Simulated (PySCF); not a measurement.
MoF₅, SMILES [Mo]([F])([F])([F])([F])[F] (connectivity only; charge and spin as stated), neutral, multiplicity 2.

Coordinates come from a PBE-D3(BJ)/def2-SVP optimisation. The spin state was assumed, not searched. The isomer is the one that the SMILES or the coordinates give; other isomers of the formula were not compared. The def2 effective core potentials stand for the cores of Mo; spin–orbit coupling is left out.

Computed with PBE-D3(BJ)/def2-SVP (PySCF 2.14.0).

Frequencies are harmonic and unscaled.

Task: Estimate the vibrational spectrum. (An estimate is asked for; the answer gives what the named calculation found.)

Result: 
| mode | ν (cm⁻¹) | IR (km/mol) | moving atoms (share of kinetic energy) |
|---|---|---|---|
| 1 | 87 | 17.9 | F 88 %, Mo 12 % |
| 2 | 103 | 6.0 | F 98 % |
| 3 | 191 | 0.0 | F 100 % |
| 4 | 196 | 26.9 | F 80 %, Mo 20 % |
| 5 | 207 | 15.4 | F 79 %, Mo 21 % |
| 6 | 224 | 8.4 | F 89 %, Mo 11 % |
| 7 | 282 | 5.6 | F 91 %, Mo 9 % |
| 8 | 626 | 0.0 | F 100 % |
| 9 | 662 | 163.6 | F 82 %, Mo 18 % |
| 10 | 694 | 235.9 | F 70 %, Mo 30 % |
| 11 | 704 | 0.1 | F 100 % |
| 12 | 757 | 168.0 | F 74 %, Mo 26 % |
